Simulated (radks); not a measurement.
S13+, 3 electrons, occupied as 1s1 2s2 (not the ground configuration).

All-electron calculation, Dirac Kohn-Sham, relativistic LDA (MacDonald-Vosko exchange, VWN5 correlation), spin-unpolarised, spherical densities, finite nucleus; Fermi nuclear charge, rms radius 3.2611 fm. Program: a radial shooting solver on a logarithmic mesh with Libxc functionals.

Energy parts (hartree):
total: -182.67214
kinetic: 183.69710
electron-nucleus: -376.17210
Hartree: 15.93251
exchange-correlation: -6.12966

Orbitals (lengths in bohr, moments of r in powers of bohr; <r^-3> diverges for s and p1/2):
orbital,occ.,eigenvalue (hartree),<r>,<r^-3>
1s1/2,1,-116.8878,0.09455,-
2s1/2,2,-25.89726,0.3949,-

The highest occupied level is 2s1/2 at -704.70 eV. Summed over all electrons, <r^2> = 0.3767 bohr^2, which gives a Langevin (diamagnetic) susceptibility term of -0.298 x 10^-6 cm^3/mol. The density falls to 0.001 e/bohr^3 at r = 1.10 bohr.
